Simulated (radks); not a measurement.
Q: Coherent X-ray form factor from a spherical all-electron density. Calculated with a radial shooting solver on a logarithmic mesh with Libxc functionals: Dirac Kohn-Sham, LDA (Slater exchange, Perdew-Wang correlation), spin-unpolarised, spherical densities, finite nucleus; Fermi nuclear charge, rms radius of each element as measured or else 0.836 A^(1/3) + 0.57 fm.

sin(theta)/lambda (1/angstrom)  f0 (electrons)
0.05                                    50.919
0.1                                     48.214
0.15                                    44.902
0.2                                     41.667
0.25                                    38.727
0.3                                     36.072
0.4                                     31.406
0.5                                     27.466
0.6                                     24.259
0.8                                     19.812
1                                       16.986
1.25                                    14.218
1.5                                     11.725
2                                        7.943

The species is in the configuration that NIST lists as its ground one. Which atom or ion scatters so?

A: Neutral tellurium, [Kr] 4d10 5s2 5p4. Extrapolating in s^2 from the first two rows gives f0(0) = 51.8, near the electron count 52; among species with that count, the fall with angle is slower the higher Z, and the table is that of Z = 52; from so few rows the species is fixed only to a neighbour or two.
